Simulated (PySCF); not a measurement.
Molecule: `[H]/N=C1\C[C@@H](F)[C@@H](F)[C@@H]1F`, C$_{5}$H$_{6}$F$_{3}$N.

Bonds (- single, = double, # triple, : aromatic): N1=C2, C2-C3, C3-C4, C4-F5, C4-C6, C6-F7, C6-C8, C8-F9, C8-C2. N1 carries H10; C3 carries H11, H12; C4 carries H13; C6 carries H14; C8 carries H15. Stereochemistry as in [H]/N=C1\C[C@@H](F)[C@@H](F)[C@@H]1F. H11 is cis to F5 on the ring; H12 is trans to F5 on the ring.

Frames of a GFN2-xTB Langevin trajectory at 300 K; GIAO PBE0/pcSseg-1 shieldings in PySCF, gas phase, non-relativistic; equivalent atoms averaged within each frame.

Shifts are taken against calculated references (same method and geometry level): NH3 for ¹⁵N (267.73 ppm); ¹³C (186.93 ppm) and ¹H (31.72 ppm) against TMS; ¹⁹F (170.95 ppm) vs CFCl3. The references are static minima.

How do the shifts (ppm) fluctuate along the trajectory?

Results:


| time (fs) | N1 | C2 | C8 | C4 | C6 | C3 | F9 | F5 | F7 | H10 |
| --- | --- | --- | --- | --- | --- | --- | --- | --- | --- | --- |
| 250 | 361.9 | 177.1 | 103.2 | 101.5 | 90.7 | 42.4 | -209.3 | -212.8 | -239.7 | 12.87 |
| 425 | 395.8 | 186.4 | 96.4 | 106.3 | 102.0 | 39.0 | -220.9 | -227.5 | -234.8 | 11.66 |
| 625 | 390.3 | 182.8 | 95.7 | 105.9 | 105.2 | 45.3 | -208.8 | -213.5 | -214.2 | 12.42 |
| 800 | 400.7 | 188.3 | 96.1 | 91.2 | 96.7 | 51.2 | -203.8 | -230.9 | -236.5 | 13.39 |
| 1000 | 370.0 | 185.7 | 94.9 | 93.9 | 104.9 | 37.4 | -228.9 | -236.4 | -234.8 | 11.84 |
| mean of frames | 383.8 | 184.1 | 97.3 | 99.8 | 99.9 | 43.1 | -214.3 | -224.2 | -232.0 | 12.43 |
| standard deviation | 16.9 | 4.4 | 3.4 | 6.9 | 6.2 | 5.5 | 10.3 | 10.6 | 10.2 | 0.72 |

5 frames give an uncertainty of the mean of about the standard deviation over 2.2 at best, since frames this close in time may not be independent; classical motion lacks zero-point vibration, and the reference would need the same averaging.
